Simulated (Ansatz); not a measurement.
Input and output for `[CH3][Nb](=[NH])([NH2])[NH2]`.

```yaml
crystal:
  periodic: [false, false, false]
  atoms:
    - {symbol: C, position_ang: [-1.446977, 0.153730, -1.150688]}
    - {symbol: Nb, position_ang: [0.148156, -0.083050, 0.310880]}
    - {symbol: N, position_ang: [-0.617974, -0.687049, 1.759212]}
    - {symbol: N, position_ang: [1.394262, -1.461758, -0.379885]}
    - {symbol: N, position_ang: [0.894143, 1.716351, 0.680561]}
    - {symbol: H, position_ang: [-1.037910, 0.533991, -2.095676]}
    - {symbol: H, position_ang: [-1.941170, -0.800289, -1.355405]}
    - {symbol: H, position_ang: [-2.203533, 0.861634, -0.800274]}
    - {symbol: H, position_ang: [-1.107501, -1.033067, 2.569352]}
    - {symbol: H, position_ang: [2.054761, -1.299826, -1.129134]}
    - {symbol: H, position_ang: [1.553256, -2.377411, 0.012429]}
    - {symbol: H, position_ang: [0.828569, 2.226036, 1.548608]}
    - {symbol: H, position_ang: [1.502520, 2.215908, 0.044820]}
basis:
  gaussian: {orbitals: def2-SVP}
total_charge: 1
magnetization: {spin_polarized: true, initial_magnetization: 1}
hamiltonian: {xc: {name: PBE}, pseudopotentials: {relativity: none}}
```

```sh
$ ansatz run in.yaml --threads 4 --pin off --events-out ev --progress --plain --max-ram 11315MiB
```

Shortened log:

```
Functional definition: PBE
1415 factors; their error is unknown
mean field evaluation 1: about -7136.9199 eV, gradient 9.2e1 eV
mean field evaluation 2: about -6939.6654 eV, gradient 2.0e2 eV
mean field evaluation 4: about -7162.0072 eV, gradient 4.4e1 eV
mean field evaluation 8: about -7170.6009 eV, gradient 1.4e1 eV
mean field evaluation 16: about -7171.7613 eV, gradient 5.1e-2 eV
mean field evaluation 32: about -7171.7031 eV, gradient 4.7e-5 eV
mean field -7171.70312495 eV, -263.5552286868 hartree, gradient 1.5e-5 eV, S^2 0.759130; 6 other end points of the search recorded, 0 dependent functions left out
reference -7171.70320772 eV, -263.5552317286 hartree; 24, 23 occupied and 103, 104 virtual orbitals, 1415 factors
Total energy: -7171.70320772 eV, -263.5552317286 hartree
```

It took 8.5 s on 4 threads of an Arm Neoverse V1 on a shared host, with 0.26 GiB of host memory at the peak.
